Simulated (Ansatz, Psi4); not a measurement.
Input for Psi4:
```
memory 2 GB

molecule mol {
1 2
C     2.871523    0.086918    0.068617
C     1.408866    0.036830    0.030838
C     0.689369    0.647648   -1.027598
C    -0.676733    0.604017   -1.062177
C    -1.408104   -0.053014   -0.040548
C    -2.871028   -0.097426   -0.074922
C    -0.689275   -0.649630    1.026409
C     0.676829   -0.606053    1.060956
H     3.303848    0.153766   -0.929200
H     3.186069    0.999309    0.593531
H     3.295939   -0.745172    0.628673
H     1.237812    1.147000   -1.812300
H    -1.215563    1.068645   -1.874374
H    -3.265170   -0.974995    0.436485
H    -3.269421    0.770427    0.468260
H    -3.259758   -0.023033   -1.089575
H    -1.237906   -1.144985    1.813509
H     1.215471   -1.066701    1.875541
}

set {
  basis sto-3g
  reference uks
  scf_type pk
  puream true
  d_convergence 1e-8
  dft_radial_points 99
  dft_spherical_points 590
}

energy('b3lyp5')
print_variables()
```

Problem. Give the equivalent Ansatz (a first-principles code) input.

Solution. This is not unique; one that fits is 
Ansatz 0.2 input:
```yaml
crystal:
  periodic: [false, false, false]
  atoms:
    - {symbol: C, position_ang: [2.87152259, 0.08691800, 0.06861747]}
    - {symbol: C, position_ang: [1.40886627, 0.03683026, 0.03083825]}
    - {symbol: C, position_ang: [0.68936858, 0.64764773, -1.02759803]}
    - {symbol: C, position_ang: [-0.67673347, 0.60401654, -1.06217740]}
    - {symbol: C, position_ang: [-1.40810404, -0.05301411, -0.04054810]}
    - {symbol: C, position_ang: [-2.87102768, -0.09742603, -0.07492200]}
    - {symbol: C, position_ang: [-0.68927522, -0.64962981, 1.02640884]}
    - {symbol: C, position_ang: [0.67682938, -0.60605282, 1.06095569]}
    - {symbol: H, position_ang: [3.30384832, 0.15376583, -0.92919971]}
    - {symbol: H, position_ang: [3.18606950, 0.99930938, 0.59353149]}
    - {symbol: H, position_ang: [3.29593890, -0.74517196, 0.62867350]}
    - {symbol: H, position_ang: [1.23781155, 1.14700027, -1.81230013]}
    - {symbol: H, position_ang: [-1.21556280, 1.06864478, -1.87437444]}
    - {symbol: H, position_ang: [-3.26516991, -0.97499527, 0.43648531]}
    - {symbol: H, position_ang: [-3.26942085, 0.77042684, 0.46826010]}
    - {symbol: H, position_ang: [-3.25975785, -0.02303305, -1.08957474]}
    - {symbol: H, position_ang: [-1.23790648, -1.14498458, 1.81350949]}
    - {symbol: H, position_ang: [1.21547125, -1.06670083, 1.87554076]}
basis:
  gaussian:
    orbitals: STO-3G
hamiltonian:
  xc: b3lyp5
total_charge: 1
magnetization: {spin_polarized: true, initial_magnetization: 1}
accuracy: high
```

Both were run: Psi4 gave -306.639570 Eh and Ansatz -306.639570 Eh, 0.000 mEh apart.
